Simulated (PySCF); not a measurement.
A GIAO shielding run with PySCF 2.14.0 with density-fitted response routines (density fitting, non-relativistic, gas phase) on SMILES [SiH2](S[SiH2]C[SiH2]C)C, C3H14SSi3:

```
$ OMP_NUM_THREADS=1 python probes_run.py task.json out

{"job": {"kind": "nmr", "xc": "PBE0", "basis": "pcSseg-1"}, "charge": 0, "multiplicity": 1}
C     -4.251077    -0.555511    -0.323272
Si    -2.437744    -0.674106     0.231120
C     -1.692431     1.082405     0.212160
Si     0.084710     1.210742     0.829499
S      1.294041     0.063290    -0.523923
Si     3.246602     0.148017     0.370868
C      4.353993    -0.965338    -0.678846
H     -4.716915    -1.535793    -0.335088
H     -4.832675     0.074427     0.343934
H     -4.337456    -0.140914    -1.323818
H     -2.386558    -1.200880     1.603990
H     -1.701728    -1.560255    -0.671787
H     -2.308086     1.743920     0.821307
H     -1.740729     1.470439    -0.805461
H      0.591214     2.584103     0.813394
H      0.258300     0.646799     2.166187
H      3.131683    -0.326236     1.748941
H      3.692698     1.540133     0.362047
H      4.344484    -0.658527    -1.720905
H      5.380038    -0.931785    -0.326057
H      4.018714    -1.997985    -0.640059
```

Hardware: 1 thread of an Intel Xeon, shared host. The job also computes population analyses, field gradients.

**Question.** How large is the calculation?

**Answer.** 90 electrons, 217 basis functions and 1221 auxiliary functions.

**Question.** How long does it take, and how much memory does it need?

**Answer.** 56 s of wall time, with 12 SCF cycles and 4 response iterations; peak memory 0.98 GiB. Times on a shared host scatter by some tens of per cent.
